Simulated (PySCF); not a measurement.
## Atomic charges by several schemes

Compound: B2GeH10N2O.
Structure used (PBE0-D3(BJ)/def2-SVP), in Å, numbered top down from 1:
```xyz
16
B2GeH10N2O angstrom
Ge     1.5353   -0.3299    0.5728
O      0.6183   -0.0235   -0.9079
B     -0.7676    0.1282   -1.1272
N     -1.4828    1.1834   -0.1324
B     -2.2935   -0.0373    0.4949
N     -1.6636   -1.0799   -0.5333
H      1.2858    0.8079    1.5898
H      1.0987   -1.6771    1.1932
H      3.0113   -0.3732    0.1571
H     -1.0676    0.3583   -2.2909
H     -2.0409    1.8853   -0.6104
H     -0.8509    1.6639    0.5039
H     -3.4982    0.0822    0.3654
H     -1.9219   -0.2688    1.6335
H     -2.3096   -1.4836   -1.2059
H     -1.1286   -1.8385   -0.1168
```

Density: PBE0/pcSseg-1 (PySCF); schemes: Mulliken, IAO, Hirshfeld and ESP-fitted. Geometry: PBE0-D3(BJ)/def2-SVP, one conformer, isolated molecule. The calculation is non-relativistic, for germanium too.

Task: Atoms with like bonding are taken together and averaged. At which atom do the 4 schemes differ most?

Result: At O2: from -0.747 (Mulliken) to -0.310 e (Hirshfeld), 0.437 e apart.

Task: Do the Mulliken, IAO, Hirshfeld and ESP-fitted schemes agree on where the charge is highest?

Result: The schemes don't all agree: Mulliken B3 (+0.491); IAO Ge1 (+0.699); Hirshfeld Ge1 (+0.385); ESP-fitted Ge1 (+0.410).

Task: For which atoms does the sign change between the 4 schemes (beyond +0.03 e in one, beyond −0.03 e in another)?

Result: B5.

Task: Tabulate the Mulliken, IAO, Hirshfeld and ESP-fitted charges.

Result: In e; atoms taken as equivalent share a row and are averaged (×n: the atom named and its like, n in all):

```csv
atom,environment,Mulliken,IAO,Hirshfeld,ESP-fitted
Ge1,germanium bonded to O and 3 H,+0.444,+0.699,+0.385,+0.410
O2,boron-bound oxygen,-0.747,-0.650,-0.310,-0.519
B3,four-coordinate boron,+0.491,+0.233,+0.125,+0.405
N4/N6,nitrogen bonded to 2 B and 2 H,-0.491,-0.447,-0.146,-0.470
B5,four-coordinate boron,+0.025,-0.102,+0.024,+0.085
H7/H8/H9,Ge–H hydrogen,-0.024,-0.106,-0.069,-0.063
H10,B–H hydrogen,-0.009,-0.038,-0.098,-0.167
H11/H15,N–H hydrogen,+0.222,+0.280,+0.146,+0.289
H12/H16,N–H hydrogen,+0.214,+0.273,+0.134,+0.290
H13,B–H hydrogen,-0.011,-0.018,-0.093,-0.118
H14,B–H hydrogen,-0.010,-0.022,-0.093,-0.125
```

Mean size of the charges over all atoms: ESP-fitted 0.257 e, IAO 0.255 e, Mulliken 0.229 e, Hirshfeld 0.137 e. Each set sums to the total charge, 0, to within 0.001 e. The IAO scheme counts the electrons in orthogonalised intrinsic atomic orbitals, a minimal basis polarised so that it spans the occupied orbitals exactly.

Some averages cover members that differ in this geometry: H7/H8/H9, IAO -0.117 to -0.084; H7/H8/H9, ESP-fitted -0.074 to -0.042; H7/H8/H9, Mulliken -0.036 to -0.003 e.

Task: Sum the charges by element, for elements with more than one atom.

Result: 
| element | atoms | Mulliken | IAO | Hirshfeld | ESP-fitted |
| --- | --- | --- | --- | --- | --- |
| B | 2 | +0.515 | +0.131 | +0.149 | +0.491 |
| N | 2 | -0.981 | -0.893 | -0.292 | -0.940 |
| H | 10 | +0.769 | +0.713 | +0.069 | +0.558 |

Task: How closely do the schemes follow one another over all atoms?

Result: Correlation coefficient and root-mean-square difference: Mulliken with ESP-fitted 0.96, 0.093 e; IAO with Hirshfeld 0.95, 0.180 e; Mulliken with IAO 0.94, 0.110 e; IAO with ESP-fitted 0.94, 0.115 e; Hirshfeld with ESP-fitted 0.92, 0.165 e; Mulliken with Hirshfeld 0.88, 0.197 e.

Task: How many electrons does the IAO scheme count on O2?

Result: Z − q = 8 − (-0.650) = 8.650.

These values come from a run that also computed NMR shieldings. Hardware: one thread, Arm Neoverse V2, no GPU (shared host). Cost: 19 s of wall time.
